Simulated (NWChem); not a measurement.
System: C$_{4}$H$_{5}$Cl; SMILES C(=C=CCl)C

Program: NWChem. Coordinates come from a PBE0/def2-SVP optimisation. Level: PBE0/def2-SVP with SMD (1 M gas to 1 M solution), gas-phase geometry.

For solvent toluene:

| Quantity | Value |
|---|---|
| solvation free energy (kcal/mol) | -4.2 |
| cavity-dispersion-structure term (kcal/mol) | -2.4 |
| dipole in solution (D) | 2.48 |

**Question.** Estimate the same quantities for solvent water.

**Answer.** 
| Item | Result |
|---|---|
| solvation free energy (kcal/mol) | 0.1 |
| cavity-dispersion-structure term (kcal/mol) | 3.4 |
| dipole in solution (D) | 2.84 |
